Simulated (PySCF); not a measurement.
Gas-phase reaction: NbCl5 + O = NbOCl3 + 2 Cl

Method: PySCF energies plus ideal-gas RRHO corrections (1 bar). † marks an energy on the PBE0/def2-TZVP geometry and frequencies. MP2 freezes the core. Open shells (unrestricted): O (multiplicity 3, electronic degeneracy 9), Cl (multiplicity 2, electronic degeneracy 6); the rest are closed-shell singlets. Spin-orbit splitting is ignored; it lowers the true energy and changes the entropy of O, Cl. Nb: scalar-relativistic def2 core potential, no spin-orbit coupling. MP2 isn't extrapolated to the basis-set limit; its ΔH°(298 K) is -116.3 kJ in def2-SVP and -87.0 kJ in def2-TZVPP. The harmonic model lacks anharmonicity and excited electronic states, which grow with temperature; levels with a mode under 35 cm⁻¹ are left out. Soft modes under 120 cm⁻¹ make the harmonic entropy rough for NbCl5, NbOCl3.

ΔH° and ΔS° at 298 K: BLYP/def2-TZVP† -86 kJ, 129 J/K; M06-2X/def2-TZVP† -44 kJ, 129 J/K; MP2/def2-SVP† -116 kJ, 129 J/K; PBE0/def2-QZVP† -34 kJ, 129 J/K; PBE0/def2-SVP† -28 kJ, 129 J/K.

Task: With the heat capacities included, give log10 K (1 bar) at 1200, 1400, 1600, 1800, 2000 K from BLYP/def2-TZVP†, M06-2X/def2-TZVP†, MP2/def2-SVP†, PBE0/def2-QZVP†, PBE0/def2-SVP†.

Result: 
```
T (K)  BLYP/def2-TZVP†  M06-2X/def2-TZVP†  MP2/def2-SVP†  PBE0/def2-QZVP†  PBE0/def2-SVP†
-----  ---------------  -----------------  -------------  ---------------  --------------
1200              10.2                8.4           11.6              8.0             7.7
1400               9.7                8.1           10.8              7.7             7.5
1600               9.2                7.9           10.2              7.5             7.3
1800               8.9                7.7            9.8              7.4             7.2
2000               8.6                7.5            9.4              7.3             7.1
```
